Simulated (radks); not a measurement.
Species: the platinum ion Pt2+. Configuration: [Kr] 4d10 4f14 5s2 5p5 5d8 6d1 (not the ground configuration). All-electron calculation, scalar-relativistic Kohn-Sham, exchange-only PBE, spin-polarised, spherical densities, point nucleus; open shells are filled with parallel spins first (spin-orbit coupling, left out, can overturn this in heavy ions). Program: a radial shooting solver on a logarithmic mesh with Libxc functionals.

Normalised radial functions P(r) = r R(r), r in bohr:

```
   r/bohr * 4f down, o 5p down, + 5d down (the largest magnitude, 1.43, reaches the edge; | marks zero, & curves that meet)
  0.00317                             &
 0.004365                             &
 0.005964                             &o
 0.008213                             &o
  0.01131                             & o
  0.01558                             &  o
  0.02145                             &   o
   0.0293                             *+   o
  0.04035                             * +  o
  0.05557                             |* +o
  0.07653                            o| *  +
   0.1046                       o     |    *+
    0.144                     o       |   +     *
   0.1983                           o +                *
   0.2731                       +     |       o               *
    0.376                     +       |          o               *
   0.5137                          +  |o                      *
   0.7075              o              |      +         *
   0.9743        o                    |        *     +
    1.342             o               |   *            +
    1.833                      o      |*           +
    2.524                           o *      +
    3.476                             & +
    4.787                             &
    6.592                             &
    9.006                             &
     12.4                             &
```

4f down: eigenvalue -100.04 eV, 0 radial nodes, <r> = 0.514 bohr, 90 % of the charge inside 0.828 bohr. 5p down: eigenvalue -83.281 eV, 3 radial nodes at r = 0.0739, 0.214, 0.525 bohr, <r> = 1.09 bohr, 90 % of the charge inside 1.58 bohr. 5d down: eigenvalue -30.820 eV, 2 radial nodes at r = 0.196, 0.571 bohr, <r> = 1.49 bohr, 90 % of the charge inside 2.27 bohr.
